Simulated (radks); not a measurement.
Neutral rhenium, configuration [Xe] 4f14 5d5 6s2.

Method: Dirac Kohn-Sham, revPBE, spin-unpolarised, spherical densities, finite nucleus; open shells fill j = l - 1/2 first; Fermi nuclear charge, rms radius 5.3698 fm; computed with a radial shooting solver on a logarithmic mesh with Libxc functionals.

Energy parts (hartree):
| part | energy |
|---|---|
| total | -16715.3745 |
| kinetic | 18893.2200 |
| electron-nucleus | -41810.2058 |
| Hartree | 6534.8600 |
| exchange-correlation | -333.2486 |

Orbitals (lengths in bohr, moments of r in powers of bohr; <r^-3> diverges for s and p1/2):
| orbital | occ. | eigenvalue (hartree) | <r^-3> | <r^4> | <r> | small-component weight |
|---|---|---|---|---|---|---|
| 1s1/2 | 2 | -2628.802 | - | 5.461e-07 | 0.01804 | 8.02e-02 |
| 2s1/2 | 2 | -455.4718 | - | 0.00008127 | 0.07559 | 1.82e-02 |
| 2p1/2 | 2 | -435.8896 | - | 0.00004881 | 0.06247 | 1.83e-02 |
| 2p3/2 | 4 | -382.9880 | 17100 | 0.00007195 | 0.07054 | 1.65e-02 |
| 3s1/2 | 2 | -105.4296 | - | 0.002992 | 0.1969 | 6.01e-03 |
| 3p1/2 | 2 | -96.67141 | - | 0.002634 | 0.1870 | 5.96e-03 |
| 3p3/2 | 4 | -85.18270 | 3891 | 0.003510 | 0.2019 | 5.43e-03 |
| 3d3/2 | 4 | -70.45102 | 674.2 | 0.002372 | 0.1765 | 5.32e-03 |
| 3d5/2 | 6 | -67.95708 | 570.6 | 0.002588 | 0.1811 | 5.17e-03 |
| 4s1/2 | 2 | -21.98607 | - | 0.06977 | 0.4405 | 1.99e-03 |
| 4p1/2 | 2 | -18.32846 | - | 0.07590 | 0.4450 | 1.90e-03 |
| 4p3/2 | 4 | -15.64903 | 908.5 | 0.1011 | 0.4784 | 1.70e-03 |
| 4d3/2 | 4 | -9.63924 | 138.6 | 0.1282 | 0.4934 | 1.50e-03 |
| 4d5/2 | 6 | -9.14411 | 114.8 | 0.1403 | 0.5048 | 1.45e-03 |
| 4f5/2 | 6 | -1.58216 | 21.56 | 0.3907 | 0.5763 | 1.05e-03 |
| 4f7/2 | 8 | -1.48989 | 20.53 | 0.4192 | 0.5851 | 1.03e-03 |
| 5s1/2 | 2 | -3.10619 | - | 2.152 | 1.037 | 4.55e-04 |
| 5p1/2 | 2 | -2.00220 | - | 3.310 | 1.139 | 3.77e-04 |
| 5p3/2 | 4 | -1.60034 | 133.5 | 4.739 | 1.241 | 3.21e-04 |
| 5d3/2 | 4 | -0.20669 | 9.340 | 40.51 | 1.895 | 1.45e-04 |
| 5d5/2 | 1 | -0.17479 | 7.328 | 51.12 | 1.989 | 1.33e-04 |
| 6s1/2 | 2 | -0.21302 | - | 197.5 | 3.090 | 5.09e-05 |
| 6p1/2 | 0 | -0.05969 | - | 1042 | 4.449 | 2.32e-05 |
| 6p3/2 | 0 | -0.04179 | 5.543 | 1818 | 5.100 | 1.73e-05 |

The highest occupied level is 5d5/2 at -4.756 eV. The density falls to 0.001 e/bohr^3 at r = 4.69 bohr.
